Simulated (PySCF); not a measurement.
PySCF input for C5H5, SMILES [CH]1C=CC=C1, multiplicity 2, TDA-PBE0/def2-SVPD. Geometry: B3LYP-D3(BJ)/def2-SVP. The isomer is the one that the SMILES or the coordinates give; other isomers of the formula were not compared.

```python
import numpy as np
from pyscf import gto, scf, dft, tdscf

mol = gto.M(
    atom='''
    C    -1.09439261    0.48336930   -0.00000000
    C    -0.75300788   -0.95254021    0.00000000
    C     0.60713570   -1.05723300   -0.00000000
    C     1.15349911    0.30137473    0.00000000
    C     0.08651551    1.22439441   -0.00000000
    H    -2.10936263    0.88423572    0.00000000
    H    -1.47641877   -1.76759063   -0.00000000
    H     1.19790495   -1.97246516    0.00000000
    H     2.21643755    0.55004740   -0.00000000
    H     0.17293988    2.30958127    0.00000000
    ''',
    basis='def2-SVPD',
    charge=0,
    spin=1,
    max_memory=1600,
    verbose=4,
)
mf = dft.UKS(mol, xc='pbe0').density_fit(auxbasis='def2-universal-jkfit')
mf.grids.level = 3
mf.conv_tol = 1e-9
mf.max_cycle = 100
mf.kernel()
fine, coarse = mf.grids, dft.Grids(mol).set(level=1).build(with_non0tab=True)
for _ in range(3):  # follow internal instabilities
    mf.grids = coarse
    mo, _, stable, _ = mf.stability(return_status=True, nroots=4)
    mf.grids = fine
    if stable:
        break
    mf.kernel(mf.make_rdm1(mo, mf.mo_occ))
mf.grids = dft.Grids(mol).set(level=1).build(with_non0tab=True)  # coarser grid for the response kernel
td = tdscf.TDA(mf)
td.nstates = 10
td.conv_tol = 1e-4
td.kernel(x0=td.get_init_guess(mf, 15))
td.analyze()
```

Output:

```
PySCF version 2.14.0

[INPUT] verbose = 4
[INPUT] num. atoms = 10
[INPUT] num. electrons = 35
[INPUT] charge = 0
[INPUT] spin (= nelec alpha-beta = 2S) = 1
[INPUT] symmetry False subgroup None
[INPUT] Mole.unit = angstrom
[INPUT] Symbol           X                Y                Z      unit          X                Y                Z       unit  Magmom
[INPUT]  1 C     -1.094392610000   0.483369300000   0.000000000000 AA   -2.068102305648   0.913435594023   0.000000000000 Bohr   0.0
[INPUT]  2 C     -0.753007880000  -0.952540210000   0.000000000000 AA   -1.422978662839  -1.800040119536   0.000000000000 Bohr   0.0
[INPUT]  3 C      0.607135700000  -1.057233000000   0.000000000000 AA    1.147320193446  -1.997880819852   0.000000000000 Bohr   0.0
[INPUT]  4 C      1.153499110000   0.301374730000   0.000000000000 AA    2.179797402830   0.569515700565   0.000000000000 Bohr   0.0
[INPUT]  5 C      0.086515510000   1.224394410000   0.000000000000 AA    0.163490619427   2.313770103348   0.000000000000 Bohr   0.0
[INPUT]  6 H     -2.109362630000   0.884235720000   0.000000000000 AA   -3.986117668092   1.670963340358   0.000000000000 Bohr   0.0
[INPUT]  7 H     -1.476418770000  -1.767590630000   0.000000000000 AA   -2.790027120467  -3.340262191047   0.000000000000 Bohr   0.0
[INPUT]  8 H      1.197904950000  -1.972465160000   0.000000000000 AA    2.263712278761  -3.727418942646   0.000000000000 Bohr   0.0
[INPUT]  9 H      2.216437550000   0.550047400000   0.000000000000 AA    4.188459941702   1.039438941529   0.000000000000 Bohr   0.0
[INPUT] 10 H      0.172939880000   2.309581270000   0.000000000000 AA    0.326809009215   4.364476062725   0.000000000000 Bohr   0.0

nuclear repulsion = 148.218939725964
number of shells = 60
number of NR pGTOs = 200
number of NR cGTOs = 140
basis = def2-SVPD
ecp = {}


******** <class 'pyscf.df.df_jk.DFUKS'> ********
method = DFUKS
initial guess = minao
damping factor = 0
level_shift factor = 0
DIIS = <class 'pyscf.scf.diis.CDIIS'>
diis_start_cycle = 1
diis_space = 8
diis_damp = 0
SCF conv_tol = 1e-09
SCF conv_tol_grad = None
SCF max_cycles = 100
direct_scf = False
number electrons alpha = 18  beta = 17
XC library pyscf.dft.libxc version 7.1.2
    S. Lehtola, C. Steigemann, M. J. T. Oliveira, and M. A. L. Marques,  SoftwareX 7, 1–5 (2018)
XC functionals = pbe0
    C. Adamo and V. Barone,  J. Chem. Phys. 110, 6158 (1999)
    M. Ernzerhof and G. E. Scuseria,  J. Chem. Phys. 110, 5029 (1999)
radial grids:
    Treutler-Ahlrichs [JCP 102, 346 (1995); DOI:10.1063/1.469408] (M4) radial grids

becke partition: Becke, JCP 88, 2547 (1988); DOI:10.1063/1.454033
pruning grids: <function nwchem_prune>
grids dens level: 3
symmetrized grids: False
atomic radii adjust function: <function treutler_atomic_radii_adjust>
small_rho_cutoff = 0
Set gradient conv threshold to 3.16228e-05
tot grids = 119632
******** <class 'pyscf.df.df.DF'> ********
auxbasis = def2-universal-jkfit
init E= -193.720903193946
  alpha nocc = 18  HOMO = -0.239034127274986  LUMO = -0.0133532143903569
  beta  nocc = 17  HOMO = -0.267158235590283  LUMO = -0.239034127274986

WARN: HOMO -0.239034127274986 >= LUMO -0.239034127274986

cycle= 1 E= -193.067982493603  delta_E= 0.653  |g|= 0.216  |ddm|= 4.09
  alpha nocc = 18  HOMO = -0.186710910733404  LUMO = 0.0571097191213994
  beta  nocc = 17  HOMO = -0.173542483644275  LUMO = -0.100809459050315
  HOMO = -0.173542483644  LUMO = -0.10080945905  gap/eV = 1.97917
cycle= 2 E= -193.067049580693  delta_E= 0.000933  |g|= 0.237  |ddm|= 0.83
  alpha nocc = 18  HOMO = -0.239941103010465  LUMO = 0.049515210252173
  beta  nocc = 17  HOMO = -0.228996192617085  LUMO = -0.130952735709924
  HOMO = -0.228996192617  LUMO = -0.13095273571  gap/eV = 2.66790
cycle= 3 E= -193.097101066406  delta_E= -0.0301  |g|= 0.0172  |ddm|= 0.37
  alpha nocc = 18  HOMO = -0.239437465243912  LUMO = 0.0490926348996337
  beta  nocc = 17  HOMO = -0.230843830315556  LUMO = -0.129436786120962
  HOMO = -0.230843830316  LUMO = -0.129436786121  gap/eV = 2.75943
cycle= 4 E= -193.09749918726  delta_E= -0.000398  |g|= 0.0115  |ddm|= 0.0782
  alpha nocc = 18  HOMO = -0.237945455845819  LUMO = 0.0493926990008204
  beta  nocc = 17  HOMO = -0.230778906224423  LUMO = -0.126679464801505
  HOMO = -0.230778906224  LUMO = -0.126679464802  gap/eV = 2.83269
cycle= 5 E= -193.097615813547  delta_E= -0.000117  |g|= 0.00607  |ddm|= 0.0319
  alpha nocc = 18  HOMO = -0.237465809063061  LUMO = 0.0494580346582434
  beta  nocc = 17  HOMO = -0.231273139585842  LUMO = -0.12590737580256
  HOMO = -0.231273139586  LUMO = -0.125907375803  gap/eV = 2.86715
cycle= 6 E= -193.097670427918  delta_E= -5.46e-05  |g|= 0.00242  |ddm|= 0.0257
  alpha nocc = 18  HOMO = -0.237287016603181  LUMO = 0.0494147856833367
  beta  nocc = 17  HOMO = -0.231871663296508  LUMO = -0.125582068833281
  HOMO = -0.231871663297  LUMO = -0.125582068833  gap/eV = 2.89229
cycle= 7 E= -193.097682454656  delta_E= -1.2e-05  |g|= 0.00116  |ddm|= 0.0146
  alpha nocc = 18  HOMO = -0.237234889179413  LUMO = 0.0494304504540217
  beta  nocc = 17  HOMO = -0.231910405058239  LUMO = -0.125389390710755
  HOMO = -0.231910405058  LUMO = -0.125389390711  gap/eV = 2.89858
cycle= 8 E= -193.097683453178  delta_E= -9.99e-07  |g|= 0.000268  |ddm|= 0.00344
  alpha nocc = 18  HOMO = -0.237232874375902  LUMO = 0.0494297515914237
  beta  nocc = 17  HOMO = -0.231926462603013  LUMO = -0.125411920059921
  HOMO = -0.231926462603  LUMO = -0.12541192006  gap/eV = 2.89841
cycle= 9 E= -193.097683556663  delta_E= -1.03e-07  |g|= 0.000211  |ddm|= 0.00134
  alpha nocc = 18  HOMO = -0.237233188426327  LUMO = 0.0494297672266089
  beta  nocc = 17  HOMO = -0.231926312387426  LUMO = -0.125416933779598
  HOMO = -0.231926312387  LUMO = -0.12541693378  gap/eV = 2.89827
cycle= 10 E= -193.097683583501  delta_E= -2.68e-08  |g|= 6.86e-05  |ddm|= 0.00057
  alpha nocc = 18  HOMO = -0.237235312114012  LUMO = 0.0494298756071667
  beta  nocc = 17  HOMO = -0.231926801885868  LUMO = -0.125417560917126
  HOMO = -0.231926801886  LUMO = -0.125417560917  gap/eV = 2.89826
cycle= 11 E= -193.097683594413  delta_E= -1.09e-08  |g|= 4.37e-05  |ddm|= 0.000368
  alpha nocc = 18  HOMO = -0.237233746275509  LUMO = 0.0494302589692359
  beta  nocc = 17  HOMO = -0.231924633713878  LUMO = -0.125415920775673
  HOMO = -0.231924633714  LUMO = -0.125415920776  gap/eV = 2.89825
cycle= 12 E= -193.097683596108  delta_E= -1.69e-09  |g|= 1.88e-05  |ddm|= 0.000111
  alpha nocc = 18  HOMO = -0.237236298564679  LUMO = 0.0494299442065991
  beta  nocc = 17  HOMO = -0.231927608183278  LUMO = -0.125416968956828
  HOMO = -0.231927608183  LUMO = -0.125416968957  gap/eV = 2.89830
cycle= 13 E= -193.097683597099  delta_E= -9.91e-10  |g|= 1.09e-05  |ddm|= 0.000114
  alpha nocc = 18  HOMO = -0.237233185807302  LUMO = 0.0494303871442918
  beta  nocc = 17  HOMO = -0.231924320483627  LUMO = -0.125414867610428
  HOMO = -0.231924320484  LUMO = -0.12541486761  gap/eV = 2.89827
Extra cycle  E= -193.097683597306  delta_E= -2.07e-10  |g|= 1.09e-05  |ddm|= 4.85e-05
converged SCF energy = -193.097683597306  <S^2> = 0.77624554  2S+1 = 2.0260756
tot grids = 38264
uhf_internal: lowest eigs of H = [0.04790101 0.23478807 0.31868852 0.35467258]
<class 'pyscf.df.df_jk.DFUKS'> wavefunction is stable in the internal stability analysis
tot grids = 38264


******** <class 'pyscf.tdscf.uks.TDA'> for <class 'pyscf.df.df_jk.DFUKS'> ********
nstates = 10
deg_eia_thresh = 1.000e-03
wfnsym = None
conv_tol = 0.0001
eigh lindep = 1e-12
eigh level_shift = 0
eigh max_cycle = 100


Excitation energies (eV)
[1.0462849  4.30217536 4.97890542 5.07064614 5.2195827  5.48112734
 5.62461785 5.90133433 6.35278438 6.48268274]

** Excitation energies and oscillator strengths **
Excited State   1:      1.04628 eV   1184.99 nm  f=0.0000
      17b ->   18b      0.98926
Excited State   2:      4.30218 eV    288.19 nm  f=0.0167
      17a ->   20a     -0.27342
      18a ->   19a     -0.47406
      16b ->   18b     -0.81060
      17b ->   22b     -0.17083
Excited State   3:      4.97891 eV    249.02 nm  f=0.0002
      15b ->   18b      0.99281
Excited State   4:      5.07065 eV    244.51 nm  f=0.0000
      14b ->   18b     -0.99015
Excited State   5:      5.21958 eV    237.54 nm  f=0.0005
      13b ->   18b      0.99247
Excited State   6:      5.48113 eV    226.20 nm  f=0.0014
      17a ->   19a     -0.14474
      18a ->   20a     -0.78865
      16b ->   23b     -0.11551
      17b ->   23b     -0.56435
Excited State   7:      5.62462 eV    220.43 nm  f=0.0042
      17a ->   20a      0.37978
      18a ->   19a     -0.61437
      16b ->   18b      0.36132
      16b ->   22b      0.12097
      17b ->   22b     -0.55275
Excited State   8:      5.90133 eV    210.10 nm  f=0.0000
      12b ->   18b     -0.99090
Excited State   9:      6.35278 eV    195.17 nm  f=0.0000
      18a ->   21a     -0.34495
      17b ->   19b     -0.93080
Excited State  10:      6.48268 eV    191.25 nm  f=0.0000
      18a ->   21a      0.92900
      17b ->   19b     -0.34994

** Transition electric dipole moments (AU) **
state          X           Y           Z        Dip. S.      Osc.
  1         0.0217     -0.0079      0.0000      0.0005      0.0000
  2        -0.3976      0.0002      0.0000      0.1581      0.0167
  3        -0.0000     -0.0000      0.0356      0.0013      0.0002
  4         0.0000     -0.0000     -0.0003      0.0000      0.0000
  5         0.0000      0.0000     -0.0636      0.0040      0.0005
  6         0.0018      0.1036      0.0000      0.0107      0.0014
  7         0.1738      0.0015     -0.0000      0.0302      0.0042
  8        -0.0000      0.0000      0.0000      0.0000      0.0000
  9        -0.0000     -0.0000      0.0053      0.0000      0.0000
 10         0.0000     -0.0000     -0.0047      0.0000      0.0000

** Transition velocity dipole moments (imaginary part, AU) **
state          X           Y           Z        Dip. S.      Osc.
  1         0.0014     -0.0003     -0.0000      0.0000      0.0000
  2         0.0211      0.0000     -0.0000      0.0004      0.0019
  3        -0.0000      0.0000      0.0294      0.0009      0.0031
  4         0.0000     -0.0000     -0.0002      0.0000      0.0000
  5        -0.0000      0.0000     -0.0404      0.0016      0.0057
  6         0.0002     -0.0088      0.0000      0.0001      0.0003
  7        -0.0284      0.0002      0.0000      0.0008      0.0026
  8         0.0000      0.0000      0.0000      0.0000      0.0000
  9        -0.0000     -0.0000      0.0011      0.0000      0.0000
 10         0.0000     -0.0000     -0.0006      0.0000      0.0000

** Transition magnetic dipole moments (imaginary part, AU) **
state          X           Y           Z
  1         0.0000      0.0000      0.8454
  2         0.0000     -0.0000     -0.0621
  3        -0.1395      0.0468      0.0000
  4        -0.0664     -0.1366     -0.0000
  5        -0.0874      0.0287     -0.0000
  6        -0.0000      0.0000      0.0976
  7         0.0000      0.0000     -0.2604
  8         0.0033      0.0102      0.0000
  9        -0.2833     -0.0003     -0.0000
 10        -0.6508      0.0003      0.0000
```

Self-consistency was reached.

Cost: about 2.5 core-minutes (a rough figure).
